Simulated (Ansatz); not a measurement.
**What each rung costs, and what it gives**

Saddle point of Si5H13Cl, closed shell (Si₄H₁₀ ([SiH3][SiH]([SiH3])[SiH3]) + SiH₃Cl ([SiH3][Cl]) → Si₅H₁₂ ([SiH3][Si]([SiH3])([SiH3])[SiH3]) + HCl; bonds formed: Si1–Si4, Cl2–H3; bonds broken: Si1–Cl2, H3–Si4), PBE0-D4/def2-TZVP structure:

```
19
angstrom
Si -0.5301 1.6017 1.4520
Cl -2.5078 0.0063 2.0473
H -1.0504 0.0681 0.9711
Si 0.1074 -0.2636 -0.2365
Si -0.2354 1.0073 -2.1681
Si 2.3306 -0.3910 0.4811
Si -0.9900 -2.3376 -0.3236
H 0.7270 2.1376 0.8108
H -1.5914 2.5255 1.0158
H -0.1717 1.4375 2.8712
H 0.2864 2.3832 -1.9754
H -1.6848 1.0464 -2.4848
H 0.4986 0.3484 -3.2802
H 3.0973 0.7591 -0.0607
H 2.3643 -0.3655 1.9666
H 2.9240 -1.6632 -0.0090
H -2.4059 -2.1378 -0.7119
H -0.8734 -3.0099 0.9934
H -0.2947 -3.1523 -1.3591
```

Barriers are electronic and count from the start structure reached by relaxing down the imaginary mode.

Ansatz 0.2.0; basis: as named in each row; cores frozen in the correlated methods. B3LYP uses VWN-RPA correlation. Extrapolation: Hartree–Fock as exp(−7.88 √X), correlation as X^−2.97.

Times are rough, for one single point on 4 threads of a shared host (AMD EPYC 7R13), with one NVIDIA H100 (or a share of it) where marked.

The estimate by CCSD(T) at an estimated basis limit (MP2 extrapolated from triple and quadruple zeta, plus CCSD(T) − MP2 in triple zeta) is 230.5 kJ/mol.

```json
{"method": "HF", "basis": "STO-3G", "time (s)": "under 1", "barrier (kJ/mol)": "453.6", "method less estimate": "223.1"}
{"method": "PBE-D4", "basis": "STO-3G", "time (s)": "under 1", "barrier (kJ/mol)": "288.5", "method less estimate": "58.0"}
{"method": "SPW92", "basis": "def2-SVP", "time (s)": "1", "barrier (kJ/mol)": "170.2", "method less estimate": "-60.4"}
{"method": "B3LYP-D4", "basis": "6-31G", "time (s)": "2", "barrier (kJ/mol)": "210.6", "method less estimate": "-19.9"}
{"method": "PBE-D4", "basis": "def2-SVP", "time (s)": "2", "barrier (kJ/mol)": "191.6", "method less estimate": "-38.9"}
{"method": "B3LYP-D4", "basis": "def2-TZVPP", "time (s)": "2 (H100)", "barrier (kJ/mol)": "221.9", "method less estimate": "-8.6"}
{"method": "PBE0-D4", "basis": "def2-SVP", "time (s)": "3", "barrier (kJ/mol)": "214.7", "method less estimate": "-15.8"}
{"method": "r2SCAN0-D4", "basis": "def2-TZVPP", "time (s)": "4 (H100)", "barrier (kJ/mol)": "219.9", "method less estimate": "-10.6"}
{"method": "CAM-B3LYP-D4", "basis": "def2-TZVPP", "time (s)": "4 (H100)", "barrier (kJ/mol)": "239.8", "method less estimate": "9.3"}
{"method": "B2PLYP", "basis": "def2-TZVPP", "time (s)": "4 (H100)", "barrier (kJ/mol)": "237.5", "method less estimate": "7.0"}
{"method": "CCSD(T)", "basis": "def2-SVP", "time (s)": "4 (H100)", "barrier (kJ/mol)": "268.5", "method less estimate": "38.0"}
{"method": "B97M-V", "basis": "def2-TZVPP", "time (s)": "4 (H100)", "barrier (kJ/mol)": "226.0", "method less estimate": "-4.5"}
{"method": "PBE-QIDH", "basis": "def2-TZVPP", "time (s)": "4 (H100)", "barrier (kJ/mol)": "227.5", "method less estimate": "-3.0"}
{"method": "SPW92", "basis": "def2-TZVPP", "time (s)": "5 (H100)", "barrier (kJ/mol)": "160.3", "method less estimate": "-70.2"}
{"method": "r2SCAN-D4", "basis": "def2-TZVPP", "time (s)": "6 (H100)", "barrier (kJ/mol)": "205.0", "method less estimate": "-25.6"}
{"method": "BHLYP-D4", "basis": "def2-TZVPP", "time (s)": "6 (H100)", "barrier (kJ/mol)": "247.2", "method less estimate": "16.6"}
{"method": "RPA on PBE", "basis": "def2-TZVPP", "time (s)": "6 (H100)", "barrier (kJ/mol)": "240.3", "method less estimate": "9.8"}
{"method": "PBE-D4", "basis": "def2-TZVPP", "time (s)": "6 (H100)", "barrier (kJ/mol)": "183.0", "method less estimate": "-47.5"}
{"method": "BLYP-D4", "basis": "def2-TZVPP", "time (s)": "6 (H100)", "barrier (kJ/mol)": "203.8", "method less estimate": "-26.7"}
{"method": "PBE0-D4", "basis": "def2-TZVPP", "time (s)": "6 (H100)", "barrier (kJ/mol)": "206.1", "method less estimate": "-24.4"}
{"method": "wB97M-V", "basis": "def2-TZVPP", "time (s)": "6 (H100)", "barrier (kJ/mol)": "233.0", "method less estimate": "2.5"}
{"method": "wB97M-V", "basis": "def2-SVP", "time (s)": "11", "barrier (kJ/mol)": "243.5", "method less estimate": "13.0"}
{"method": "wB97X-V", "basis": "def2-TZVPP", "time (s)": "12 (H100)", "barrier (kJ/mol)": "240.6", "method less estimate": "10.1"}
{"method": "MP2", "basis": "def2-QZVPP", "time (s)": "16 (H100)", "barrier (kJ/mol)": "228.3", "method less estimate": "-2.2"}
{"method": "CCSD(T)", "basis": "def2-TZVPP", "time (s)": "20 (H100)", "barrier (kJ/mol)": "238.2", "method less estimate": "7.7"}
```

All methods are single points on the PBE0-D4 structures.

T1 diagnostic: at most 0.015.

Labels in which every atom is bracketed show which atoms are joined, not bond orders.
